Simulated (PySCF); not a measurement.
Molecular orbitals of MgGe⁺

PBE0 at R = 2.780 Å; Mg def2-SVPD, Ge def2-SVPD; no relativity (PySCF 2.14). State: ²Π (doublet), unpaired electrons π ↑. Only the outer orbitals are listed, counted within each symmetry.

```json
{"spin": "α", "orbital": "1δ", "occ.": "1", "ε (eV)": "-39.72", "on Mg (%)": "0", "main shells (%)": "100 Ge d"}
{"spin": "α", "orbital": "4π", "occ.": "1", "ε (eV)": "-39.67", "on Mg (%)": "0", "main shells (%)": "100 Ge d"}
{"spin": "α", "orbital": "1δ", "occ.": "1", "ε (eV)": "-39.64", "on Mg (%)": "0", "main shells (%)": "100 Ge d"}
{"spin": "α", "orbital": "9σ", "occ.": "1", "ε (eV)": "-39.45", "on Mg (%)": "0", "main shells (%)": "100 Ge d"}
{"spin": "α", "orbital": "4π", "occ.": "1", "ε (eV)": "-39.45", "on Mg (%)": "0", "main shells (%)": "100 Ge d"}
{"spin": "α", "orbital": "10σ", "occ.": "1", "ε (eV)": "-18.58", "on Mg (%)": "7", "main shells (%)": "93 Ge s"}
{"spin": "α", "orbital": "11σ", "occ.": "1", "ε (eV)": "-11.69", "on Mg (%)": "51", "main shells (%)": "48 Mg s, 43 Ge p"}
{"spin": "α", "orbital": "5π", "occ.": "1", "ε (eV)": "-10.50", "on Mg (%)": "6", "main shells (%)": "93 Ge p"}
{"spin": "α", "orbital": "5π", "occ.": "0", "ε (eV)": "-8.42", "on Mg (%)": "11", "main shells (%)": "88 Ge p, 9 Mg p"}
{"spin": "α", "orbital": "12σ", "occ.": "0", "ε (eV)": "-7.81", "on Mg (%)": "68", "main shells (%)": "47 Mg s, 33 Ge p, 20 Mg p"}
{"spin": "α", "orbital": "6π", "occ.": "0", "ε (eV)": "-5.28", "on Mg (%)": "90", "main shells (%)": "90 Mg p"}
{"spin": "β", "orbital": "1δ", "occ.": "1", "ε (eV)": "-39.69", "on Mg (%)": "0", "main shells (%)": "100 Ge d"}
{"spin": "β", "orbital": "4π", "occ.": "1", "ε (eV)": "-39.65", "on Mg (%)": "0", "main shells (%)": "100 Ge d"}
{"spin": "β", "orbital": "1δ", "occ.": "1", "ε (eV)": "-39.53", "on Mg (%)": "0", "main shells (%)": "100 Ge d"}
{"spin": "β", "orbital": "4π", "occ.": "1", "ε (eV)": "-39.33", "on Mg (%)": "0", "main shells (%)": "100 Ge d"}
{"spin": "β", "orbital": "9σ", "occ.": "1", "ε (eV)": "-39.33", "on Mg (%)": "0", "main shells (%)": "100 Ge d"}
{"spin": "β", "orbital": "10σ", "occ.": "1", "ε (eV)": "-17.46", "on Mg (%)": "9", "main shells (%)": "91 Ge s"}
{"spin": "β", "orbital": "11σ", "occ.": "1", "ε (eV)": "-11.41", "on Mg (%)": "68", "main shells (%)": "67 Mg s, 26 Ge p"}
{"spin": "β", "orbital": "5π", "occ.": "0", "ε (eV)": "-8.04", "on Mg (%)": "15", "main shells (%)": "85 Ge p, 12 Mg p"}
{"spin": "β", "orbital": "12σ", "occ.": "0", "ε (eV)": "-7.75", "on Mg (%)": "56", "main shells (%)": "43 Ge p, 29 Mg p, 27 Mg s"}
{"spin": "β", "orbital": "5π", "occ.": "0", "ε (eV)": "-7.21", "on Mg (%)": "25", "main shells (%)": "75 Ge p, 22 Mg p"}
```

Task: Which are the highest filled and the lowest empty level, where do they sit, and how wide is the gap?

Result: Highest filled α 5π at -10.50 eV (in %: 93 Ge p); lowest empty α 5π at -8.42 eV (in %: 88 Ge p, 9 Mg p); the gap at PBE0 is 2.08 eV. Both belong to one degenerate shell, split only by its one-sided filling, so this is no excitation gap.

* bond order (Mayer): 1.07
* ⟨S²⟩: 0.786
* charge on Mg (Mulliken, basis-dependent): 0.59
* charge on Mg (Löwdin, basis-dependent): 0.60
* dipole moment (positive dipole points towards Ge; it is taken about the centre of mass and depends on that origin): -6.71 D
* polarisability along the bond: 131.5 bohr³
* polarisability across the bond: 56.2 bohr³

Spin–orbit coupling is left out. The state is the lowest determinant that a PBE0 search found; another state may lie lower at other levels.
